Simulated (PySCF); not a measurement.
```xyz
4
charge 0 multiplicity 1, angstrom
Ge    0.0000    0.0000   -0.5825
S     0.0000    0.0000    1.4384
H     1.2693    0.0000   -1.4542
H    -1.2693    0.0000   -1.4542
```

These are results of PBE0 in PySCF with Ge def2-TZVP, S def2-TZVP, H def2-TZVP; no relativity; density-fitted integrals, not measurements.

This geometry of H2GeS is a stationary point at this level.

Question: What is the point group?

Answer: C2v.

Question: Is it a minimum?

Answer: Yes: all harmonic wavenumbers are real.

Question: Which band is strongest in the infrared?

Answer: 2133 cm⁻¹ (b2), 127 km/mol.

Question: What are the dipole moment and the gap between the highest occupied and lowest empty levels?

Answer: 3.00 D and 4.28 eV.

Question: Give the ideal-gas entropy at 298.15 K and 1 bar by parts.

Answer: translation 167.2, rotation 85.7, vibration 7.1, spin 0.0; total 260.1 J/(mol K).

Only a few start shapes were tried, so a lower isomer may exist.
